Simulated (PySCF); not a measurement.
NMR data sheet: C6H11B

```yaml
Formula: C6H11B
SMILES: CC=C=CB(C)C
Point_group_of_the_computed_structure: C1
Carbon_signals: 5
Proton_signals: 4
```

Structure with atom numbers: `[CH3:1][CH:2]=[C:3]=[CH:4][B:5]([CH3:6])[CH3:7]`. Each H is labelled by its parent atom.

Isolated molecule, averaged over atoms made equivalent by symmetry, fast rotation or ring inversion, non-relativistic Hamiltonian, single conformer. J: B3LYP/pcJ-1 (spin–dipole term only in couplings to heteroatoms); PBE0/pcSseg-1 with gauge-including orbitals; PBE0-D3(BJ)/def2-SVP geometry; PySCF.

Shifts are taken against calculated references (same method and geometry level): 1H (σref 31.27), 13C (σref 184.41) against TMS; 11B (σref 100.73) vs BF3·OEt2.

| carbon | δC, type | δH (multiplicity, J in Hz) | HMBC from (abs. J ≥ 3 Hz) | span of the C tensor (ppm) |
| --- | --- | --- | --- | --- |
| C1 | 15.3, CH3 | 1.76 (dd, 8.6, 4.7) | – | 21 |
| C2 | 85.0, CH | 5.20 (qd, 8.6, 7.8) | H(C4), H(C1) | 149 |
| C3 | 234.5, C | – | H(C4), H(C1) | 87 |
| C4 | 97.0, CH | 5.80 (dq, 7.8, 4.7) | H(C2), H(C6)/H(C7) | 150 |
| C6/C7 | 12.9, CH3 | 0.85 (s) | H(C4), H(C6)/H(C7) | 33 |

Other nuclei:
```csv
atoms,nucleus,environment,δ (ppm),σ (ppm)
B5,11B,boron bonded to 3 C,76.1,24.6
```

Selected couplings (Hz, signed; the shortest-range and largest first, 30 at most; isotopes 13C, 1H, 11B): 1J(C2,H(C2)) 169.0, 1J(C4,H(C4)) 158.9, 1J(C1,H(C1)) 136.2, 1J(C6,H(C6)) 123.6, 1J(C2,C3) 106.6, 1J(C3,C4) 91.4, 1J(C4,B5) 62.8, 1J(B5,C6) 53.7, 1J(C1,C2) 49.2, 2J(C4,C6) 6.6, 2J(C2,C4) 6.2, 2J(B5,H(C6)) -4.7, 2J(B5,H(C4)) -3.7, 3J(H(C1),H(C2)) 8.6, 3J(C1,C4) 3.2, 3J(C3,C6) 3.0, 3J(C2,B5) 3.0, 4J(H(C2),H(C4)) -7.8, 4J(B5,H(C2)) -2.6, 4J(C1,B5) -1.5.

δC 234.5: central carbon of an allene; the central sp carbon of an allene is among the most deshielded carbons of hydrocarbons. δC 97.0, 85.0: terminal carbon of a cumulated C=C=C unit. δC 15.3: allylic methyl carbon; a saturated carbon with 1 carbon neighbour and no heteroatom attached. δH 5.80, 5.20: hydrogen on a terminal carbon of a cumulated C=C=C unit; olefinic region. δH 1.76: hydrogen on an allylic methyl carbon; allylic position. The protons at 1.76 and 5.20 share a coupling of 8.6 Hz (vicinal).

A carbon bonded to boron is broadened by the quadrupolar boron nucleus and is often missing from a measured spectrum. Splittings below 1 Hz are ignored in the labels, and close J values are merged. Unscaled 3J(H,H) at this level run about 10 % above measured values. Shifts are as computed. Against solution values, carbons near 30 ppm lie about +2 ppm off and those near 130 ppm about +5 ppm. Of 1309 compounds with measured shifts, 239 miss one by over three times the rms of a fit or turn the order of signals round; such compounds aren't used in these exercises.
